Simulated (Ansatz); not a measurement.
Job for Ansatz (a quantum-chemistry and plane-wave program): R-PBE0/def2-TZVPP on BiH3O2 (SMILES [OH][BiH][OH]), a point of a torsion scan. Elements past Kr take the def2 small-core potentials; no spin–orbit coupling.

Ansatz 0.2 input:
```yaml
crystal:
  periodic: [false, false, false]
  atoms:
    - {symbol: O, position_ang: [-1.47312038, -0.43545658, 0.69465049]}
    - {symbol: Bi, position_ang: [0.22623806, 0.74374699, 0.33493964]}
    - {symbol: O, position_ang: [0.24018120, 1.40342647, 2.28630940]}
    - {symbol: H, position_ang: [-2.01214589, -0.52888677, -0.08888453]}
    - {symbol: H, position_ang: [1.27905955, -0.64254605, 0.71816562]}
    - {symbol: H, position_ang: [-0.01449738, 0.67500417, 2.84988510]}
basis:
  gaussian:
    orbitals: def2-TZVPP
hamiltonian:
  xc: {name: PBE0}
scf: {lower_state_search: off}
```

The head of its log:

```
WARN ansatz: RAYON_NUM_THREADS=1 ignored (pool sized by the plan → 1); use --threads N
Functional definition: PBE0
these checks for a lower state are left out or cut short: stability, starts, cluster_reference, orbital_swaps, neighbouring_geometries, increment
integrals: 0.06 GiB planned
884 factors; their error is unknown
mean field: 0.56 GiB planned
mean field evaluation 1: about -9969.8646 eV, gradient 8.1e1 eV
mean field evaluation 2: about -9906.0325 eV, gradient 1.9e2 eV
```

Question: Give the final energy of this run.

Answer: -366.8031 hartree.
